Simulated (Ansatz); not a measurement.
C₇H₉N, SMILES `N#CC1C=CCCC1` at its PBE0-D4/def2-TZVP geometry, where that method's forces vanish. Charge 0, multiplicity 1.

```xyz
17

N     0.6242    2.3031   -2.2622
C     0.3427    1.8884   -1.2270
C    -0.0057    1.3442    0.0851
C    -1.3540    0.6687    0.0255
C    -1.4990   -0.6482    0.0970
C    -0.3624   -1.6140    0.1905
C     0.9783   -0.9575   -0.1045
C     1.0816    0.3885    0.5912
H    -0.0717    2.2030    0.7634
H    -2.2195    1.3145   -0.0758
H    -2.5032   -1.0626    0.0853
H    -0.5390   -2.4466   -0.4981
H    -0.3574   -2.0614    1.1936
H     1.0854   -0.8101   -1.1844
H     1.7977   -1.6093    0.2073
H     2.0662    0.8367    0.4443
H     0.9357    0.2626    1.6688
```

What forces (eV/Å) does ωB97M-V/def2-TZVPP give on these atoms in Ansatz 0.2.0? (Estimate.)

The calculation gave: 
```
N1  -0.054 -0.082  0.209
C2   0.138  0.178 -0.471
C3  -0.006  0.114  0.293
C4  -0.191 -0.092 -0.003
C5  -0.219  0.159 -0.016
C6   0.026 -0.301  0.081
C7   0.165 -0.091 -0.139
C8   0.121  0.079  0.157
H9   0.005 -0.086 -0.066
H10  0.053 -0.052  0.009
H11  0.073  0.037 -0.005
H12  0.016  0.075  0.051
H13  0.007  0.050 -0.077
H14 -0.012 -0.002  0.062
H15 -0.060  0.047 -0.026
H16 -0.069 -0.030  0.010
H17  0.007 -0.004 -0.069
```
